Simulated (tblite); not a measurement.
C₅H₈BPS.
Bonds: C1–C2, C2–C3 (aromatic), C3–C4 (aromatic), C4–C5 (aromatic), C5–B6, B6–P7, C5–S8 (aromatic), C2–S8 (aromatic). Hydrogens: H9, H10, H11 on C1; H12 on C3; H13 on C4; H14 on B6; H15, H16 on P7.

Computed with GFN2-xTB (tblite), gas phase: Langevin dynamics at 300 K from the optimised GFN2-xTB geometry, time step 0.5 fs, friction 0.01 fs⁻¹, 2000 steps.

Start geometry:
```
atom  x, y, z in Å
C1     -2.688   -1.106   -0.638
C2     -1.498   -0.349   -0.167
C3     -1.469    0.761    0.632
C4     -0.172    1.241    0.857
C5      0.824    0.515    0.238
B6      2.323    0.767    0.293
P7      3.566   -0.243   -0.686
S8      0.092   -0.808   -0.647
H9     -2.454   -2.162   -0.751
H10    -3.510   -0.995    0.066
H11    -3.015   -0.728   -1.608
H12    -2.356    1.213    1.042
H13     0.045    2.105    1.461
H14     2.710    1.706    0.880
H15     3.049   -1.516   -0.542
H16     4.544   -0.392    0.278
```

The statistics below take the 31 frames saved every 25 fs from 250 to 1000 fs; their kinetic temperature (all 3N coordinates) averages 270 K.

Question: How do the bond lengths spread?

Answer: 
```json
{"bond": "C1–C2", "start (Å)": "1.486", "mean (Å)": "1.489", "standard deviation (Å)": "0.033", "shortest (Å)": "1.438", "longest (Å)": "1.558"}
{"bond": "C2–C3", "start (Å)": "1.368", "mean (Å)": "1.372", "standard deviation (Å)": "0.022", "shortest (Å)": "1.327", "longest (Å)": "1.411"}
{"bond": "C3–C4", "start (Å)": "1.401", "mean (Å)": "1.415", "standard deviation (Å)": "0.018", "shortest (Å)": "1.385", "longest (Å)": "1.461"}
{"bond": "C4–C5", "start (Å)": "1.379", "mean (Å)": "1.386", "standard deviation (Å)": "0.022", "shortest (Å)": "1.338", "longest (Å)": "1.427"}
{"bond": "C5–B6", "start (Å)": "1.520", "mean (Å)": "1.521", "standard deviation (Å)": "0.023", "shortest (Å)": "1.467", "longest (Å)": "1.581"}
{"bond": "B6–P7", "start (Å)": "1.877", "mean (Å)": "1.892", "standard deviation (Å)": "0.046", "shortest (Å)": "1.823", "longest (Å)": "1.996"}
{"bond": "C5–S8", "start (Å)": "1.753", "mean (Å)": "1.755", "standard deviation (Å)": "0.042", "shortest (Å)": "1.672", "longest (Å)": "1.841"}
{"bond": "C2–S8", "start (Å)": "1.723", "mean (Å)": "1.725", "standard deviation (Å)": "0.027", "shortest (Å)": "1.673", "longest (Å)": "1.772"}
{"bond": "C1–H9", "start (Å)": "1.088", "mean (Å)": "1.094", "standard deviation (Å)": "0.018", "shortest (Å)": "1.051", "longest (Å)": "1.131"}
{"bond": "C1–H10", "start (Å)": "1.088", "mean (Å)": "1.094", "standard deviation (Å)": "0.032", "shortest (Å)": "1.019", "longest (Å)": "1.166"}
{"bond": "C1–H11", "start (Å)": "1.091", "mean (Å)": "1.097", "standard deviation (Å)": "0.036", "shortest (Å)": "1.022", "longest (Å)": "1.163"}
{"bond": "C3–H12", "start (Å)": "1.076", "mean (Å)": "1.084", "standard deviation (Å)": "0.024", "shortest (Å)": "1.040", "longest (Å)": "1.117"}
{"bond": "C4–H13", "start (Å)": "1.076", "mean (Å)": "1.079", "standard deviation (Å)": "0.017", "shortest (Å)": "1.040", "longest (Å)": "1.109"}
{"bond": "B6–H14", "start (Å)": "1.173", "mean (Å)": "1.167", "standard deviation (Å)": "0.031", "shortest (Å)": "1.116", "longest (Å)": "1.263"}
{"bond": "P7–H15", "start (Å)": "1.382", "mean (Å)": "1.391", "standard deviation (Å)": "0.035", "shortest (Å)": "1.312", "longest (Å)": "1.466"}
{"bond": "P7–H16", "start (Å)": "1.382", "mean (Å)": "1.386", "standard deviation (Å)": "0.024", "shortest (Å)": "1.344", "longest (Å)": "1.455"}
```

Question: Give the same statistics for bond angles, one of each kind among heavy atoms.

Answer: 
```
   angle  start (°)  mean (°)  standard deviation (°)  smallest (°)  largest (°)
C1–C2–C3      128.0     127.8                     2.7         122.0        133.5
C1–C2–S8      121.0     120.4                     2.1         116.7        125.2
C3–C2–S8      111.1     111.0                     1.9         106.6        115.4
C2–C3–C4      113.0     112.6                     2.3         105.7        118.0
C3–C4–C5      114.6     114.4                     2.1         108.1        119.2
C4–C5–B6      127.5     126.0                     4.3         118.1        135.2
C4–C5–S8      108.8     108.5                     1.8         105.9        112.3
B6–C5–S8      123.7     125.0                     3.6         118.2        131.5
C5–B6–P7      123.0     124.3                     4.9         117.8        133.7
C2–S8–C5       92.5      92.8                     1.9          88.5         96.9
```

Question: Follow the torsion C4–C5–B6–P7 through every second one of these frames.

Answer: 
```csv
t (fs),C4–C5–B6–P7 (°)
250,-177
300,-172
350,-157
400,-152
450,-151
500,-162
550,175
600,160
650,171
700,164
750,161
800,175
850,-164
900,-153
950,-153
1000,-161
```

Largest departure from the start value over all these frames: C4–C5–B6–P7 27° (start -176°).

Question: How widely does the potential energy scatter, against a harmonic estimate?

Answer: Mean 0.49 eV above the start, standard deviation 0.087 eV, range 0.34 to 0.68 eV. For 42 classical harmonic modes at 300 K the canonical values are 42kT/2 = 0.54 eV and kT·√(42/2) = 0.118 eV.

The run is classical and short, so these are rough statistics of one trajectory.

The cost below is that of the whole dynamics run. On one thread, Arm Neoverse V2 (aarch64) (shared host), this took 13 s of wall time and 0.19 GiB of memory at its peak.
